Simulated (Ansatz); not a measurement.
Z-matrix (Å, degrees):
```
C
C 1 1.518
H 1 1.091 2 111.0
H 1 1.092 2 110.8 3 -120.1
H 1 1.093 2 111.0 3 120.0
C 2 1.518 1 114.2 3 -61.0
H 2 1.097 1 109.6 3 179.0
H 2 1.095 1 110.2 3 62.2
Cl 6 1.804 2 111.1 1 63.2
Si 6 1.889 2 114.0 1 -176.8
H 6 1.094 2 110.1 1 -52.7
H 10 1.490 6 108.9 2 59.2
H 10 1.484 6 108.9 2 -59.9
H 10 1.483 6 110.0 2 179.2
```

The species carries charge 0 and has multiplicity 1.

Problem. List the CAM-B3LYP/def2-TZVPP orbital energies in eV (the Gaussian-basis code of Ansatz). (Best estimate.)

Solution. The calculation gave: Occupied: -2764.22, -1800.95, -280.23, -279.19, -278.60, -258.96, -198.07, -197.84, -197.84, -145.56, -100.88, -100.87, -100.87, -25.73, -23.38, -20.69, -18.31, -16.69, -14.96, -13.90, -13.39, -12.87, -11.77, -11.43, -11.22, -11.19, -10.98, -9.89, -9.30. Lowest empty: 1.24, 1.88, 2.25, 2.40, 2.55, 2.87, 3.01, 3.59.
